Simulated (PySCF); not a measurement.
Isomers of C6H8F2Si, one GFN2-xTB conformer each. Single-point energies are computed at PBE0/pcSseg-1 (PySCF, gas phase, no added dispersion term), electronic only.

```json
{"SMILES": "CC#C[C@@H]([SiH3])/C(F)=C\\F", "GFN2-xTB relative energy (kJ/mol)": "40.2"}
{"SMILES": "C#C[C@@H]1C[SiH2][C@@H](F)[C@@H]1F", "GFN2-xTB relative energy (kJ/mol)": "0.0"}
```

Conformers: `[CH3:1][C:2]#[C:3][C@@H:4]([SiH3:5])/[C:6]([F:7])=[CH:8]\[F:9]` with C3–C4–C6–F7 146°; `[CH:1]#[C:2][C@@H:3]1[CH2:4][SiH2:5][C@@H:6]([F:7])[C@@H:8]1[F:9]` with C2–C3–C4–Si5 -162°, C3–C4–Si5–C6 14°, C4–Si5–C6–F7 -103°, Si5–C6–C8–F9 81°.

Task: What does PBE0/pcSseg-1 give for the same structures?

Result: 
```csv
SMILES,PBE0/pcSseg-1 E (Eh),PBE0/pcSseg-1 (kJ/mol),GFN2-xTB (kJ/mol),point group
C#C[C@@H]1C[SiH2][C@@H](F)[C@@H]1F,-721.90080,0.0,0.0,C1
CC#C[C@@H]([SiH3])/C(F)=C\F,-721.87102,78.2,40.2,C1
```

Both levels put the same isomer lowest. As drawn, the higher has a C=C bond outside aromatic rings, which the lower lacks.

Task: Which frontier levels, dipoles and rotational constants go with these structures?

Result: 
| SMILES | HOMO (eV, PBE0/pcSseg-1) | LUMO (eV) | dipole (D) | A, B, C (MHz) |
| --- | --- | --- | --- | --- |
| C#C[C@@H]1C[SiH2][C@@H](F)[C@@H]1F | -7.87 | 0.31 | 1.12 | 2178, 1018, 907.7 |
| CC#C[C@@H]([SiH3])/C(F)=C\F | -6.84 | 0.21 | 0.96 | 1541, 944.7, 742.2 |
